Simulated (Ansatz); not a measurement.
Relaxation of C2H8S2Si (13 atoms, charge 0, multiplicity 1), to a largest force component of 0.015 eV/Å in at most 40 steps.

These are results of RKS r2SCANh-D4/6-31G (Ansatz 0.2.0), not measurements.

```xyz
13
Properties=species:S:1:pos:R:3
C -1.728 -0.024 0.828
Si 0.065 -0.124 0.894
C 0.757 -0.976 -0.595
S 0.567 0.000 -2.100
S -1.049 -0.688 -3.038
H -2.172 0.496 1.726
H -2.216 -0.962 0.714
H -2.056 0.653 -0.037
H 0.431 -0.870 2.159
H 0.663 1.236 1.083
H 1.850 -1.173 -0.444
H 0.321 -1.940 -0.695
H -0.465 -1.717 -3.767
```

Q: Where does it end, and by what steps?

A: The run converged. The force dipped under the threshold on the way, but the program's further checks kept it going. Limits of this set-up: no polarisation functions. After 10 steps the energy has fallen by 0.927 eV; H13 moved furthest, 0.41 Å.

| step | energy less start (eV) | largest force component (eV/Å) | accepted |
| --- | --- | --- | --- |
| 0 | 0.0000 | 3.814 | yes |
| 1 | -0.7904 | 1.293 | yes |
| 2 | -0.8676 | 0.768 | yes |
| 3 | -0.9131 | 0.319 | yes |
| 4 | -0.9112 | 0.208 | no |
| 5 | -0.9220 | 0.059 | yes |
| 6 | -0.9252 | 0.053 | yes |
| 7 | -0.9261 | 0.072 | yes |
| 8 | -0.9266 | 0.034 | yes |
| 9 | -0.9268 | 0.014 | yes |
| 10 | -0.9268 | 0.012 | yes |

```xyz
13
Properties=species:S:1:pos:R:3
C -1.801 0.060 0.692
Si 0.066 -0.169 0.969
C 0.954 -0.950 -0.544
S 0.681 0.016 -2.156
S -1.314 -0.770 -2.793
H -2.265 0.475 1.592
H -2.285 -0.891 0.458
H -1.985 0.749 -0.137
H 0.321 -1.075 2.147
H 0.728 1.152 1.241
H 2.040 -0.923 -0.404
H 0.667 -1.990 -0.720
H -0.842 -1.772 -3.616
```

Whether the end is a true minimum wasn't checked by a vibrational analysis.

Time of the run: 3.3 min on 1 thread of Intel(R) Xeon(R) Processor @ 2.50GHz (Skylake/Cascade Lake), with other jobs on the host, peak memory 0.22 GiB.
